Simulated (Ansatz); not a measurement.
C3H5 (SMILES [CH2]C=C), doublet, geometry from GFN2-xTB; WB97M-V/6-31G* (Ansatz, a first-principles code).

Here is a job for Ansatz.
Ansatz 0.2 input:
```yaml
crystal:
  periodic: [false, false, false]
  atoms:
    - {symbol: C, position_ang: [1.21930413, -0.01255927, -0.15192021]}
    - {symbol: C, position_ang: [-0.05035630, 0.42088717, 0.13622292]}
    - {symbol: H, position_ang: [1.39641854, -1.02027681, -0.48494024]}
    - {symbol: H, position_ang: [2.07179450, 0.63423331, -0.05547914]}
    - {symbol: H, position_ang: [-0.17289208, 1.44506354, 0.46770440]}
    - {symbol: C, position_ang: [-1.17491144, -0.35848292, 0.03182994]}
    - {symbol: H, position_ang: [-2.15056839, 0.02417330, 0.26857681]}
    - {symbol: H, position_ang: [-1.10897088, -1.38226320, -0.29265777]}
basis:
  gaussian:
    orbitals: 6-31G*
hamiltonian:
  xc: {name: wB97M-V}
magnetization: {spin_polarized: true, initial_magnetization: 1}
```

**Question.** Predict the main parts of the log of this Ansatz run.

**Answer.** 
```
Functional definition: wB97M-V
592 factors; integrals over basis functions are off by at most 1.1e-3 eV
155 factors; integrals over basis functions are off by at most 3.9e-6 eV
mean field evaluation 1: about -3186.6432 eV, gradient 1.9e1 eV
mean field evaluation 2: about -3187.8667 eV, gradient 1.1e1 eV
mean field evaluation 4: about -3188.4872 eV, gradient 6.9e-1 eV
mean field evaluation 8: about -3188.6172 eV, gradient 2.1e-2 eV
mean field evaluation 16: about -3188.6172 eV, gradient 2.6e-5 eV
mean field -3188.61717735 eV, -117.1795199454 hartree, gradient 2.5e-5 eV, S^2 0.783607; 0 other end points of the search recorded, 0 dependent functions left out
reference -3188.61720222 eV, -117.1795208594 hartree; 12, 11 occupied and 43, 44 virtual orbitals, 592 factors
Total energy: -3188.61720222 eV, -117.1795208594 hartree
```
